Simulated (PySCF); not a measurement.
## Nuclear quadrupole coupling in `O=C1C[C@@](F)(C(F)(F)F)CN1`

C₅H₅F₄NO.
Z-matrix (Å and degrees, GFN2-xTB geometry), rows numbered from 1:
```
O 
C   1  1.2008
C   2  1.5303  1  126.71
C   3  1.5258  2  105.25  1  -173.93
F   4  1.3799  3  110.45  2   108.19
C   4  1.5367  3  112.87  2  -133.37
F   6  1.3318  4  112.33  3   -61.53
F   6  1.3416  4  110.63  3    58.08
F   6  1.3360  4  112.22  3   177.08
C   4  1.5416  3  106.12  2   -10.49
N   2  1.3517  1  126.07  3   179.67
H   3  1.0903  2  109.38  1    65.02
H   3  1.0899  2  110.48  1   -54.10
H  10  1.0950  4  109.50  3   130.42
H  10  1.0969  4  111.21  3  -109.30
H  11  1.0066  2  121.72  1    -0.74
```

Field gradients from the PBE0/pcSseg-1 density (PySCF, non-relativistic), principal values in atomic units, ordered |Vxx| ≤ |Vyy| ≤ |Vzz|:

| atom | Vxx | Vyy | Vzz |
| --- | --- | --- | --- |
| O1 | 0.7672 | 0.7805 | -1.5476 |
| N11 | 0.4321 | 0.5671 | -0.9992 |

**Question.** Find the asymmetry η = (Vxx − Vyy)/Vzz and the couplings χ = eQV/h (234.96 MHz × Q in barn × V in au), with Q(17O) = −0.0256 b, Q(14N) = 0.02044 b.

**Answer.** 
| atom | environment | nucleus | η | χzz (MHz) | χxx (MHz) | χyy (MHz) |
| --- | --- | --- | --- | --- | --- | --- |
| O1 | amide oxygen | 17O | 0.01 | 9.31 | -4.61 | -4.69 |
| N11 | amide nitrogen | 14N | 0.14 | -4.799 | 2.075 | 2.723 |

The gradient is axial or nearly so (η below 0.05) at O1. 

**Question.** What is Vzz at N11 in SI units (1 au = 9.71736 × 10²¹ V/m²)?

**Answer.** -0.9992 au = -9.709 × 10²¹ V/m².

Were the hydrogens deuterons (Q(2H) = 0.00286 b), χzz would run from 190 kHz (H15) to 277 kHz (H16).

Geometry: GFN2-xTB; no solvent, vibrations or thermal averaging. GFN2-xTB bond lengths can be off by several hundredths of an ångström, more for odd bonds, and the gradients follow them. With so small a basis the couplings can be 20 % off.
